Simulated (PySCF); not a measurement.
Ge(H)2(Cl)(OMe) (CH5ClGeO), SMILES [O]([GeH2][Cl])C. Geometry optimised at PBE0-D3(BJ)/def2-SVP. The structure was generated by enumeration, and PubChem lists no compound with its InChIKey, so it may never have been made. One conformer was computed; it need not be the lowest.

Computed equilibrium geometry at PBE0-D3(BJ)/def2-SVP (PySCF confirms it by a frequency run) as bond lengths and angles (one conformer of several):
Atoms: Ge1 Cl2 O3 C4 H5 H6 H7 H8 H9. Bonds (Å): Ge1–Cl2 2.165, Ge1–O3 1.764, Ge1–H5 1.527, Ge1–H6 1.537, O3–C4 1.404, C4–H7 1.105, C4–H8 1.107, C4–H9 1.101. Angles (°): Cl2–Ge1–O3 108.2, Cl2–Ge1–H5 109.3, Cl2–Ge1–H6 106.5, O3–Ge1–H5 105.8, O3–Ge1–H6 110.5, H5–Ge1–H6 116.3, Ge1–O3–C4 120.8, O3–C4–H7 112.0, O3–C4–H8 112.3, O3–C4–H9 108.2, H7–C4–H8 108.1, H7–C4–H9 108.2, H8–C4–H9 107.9.
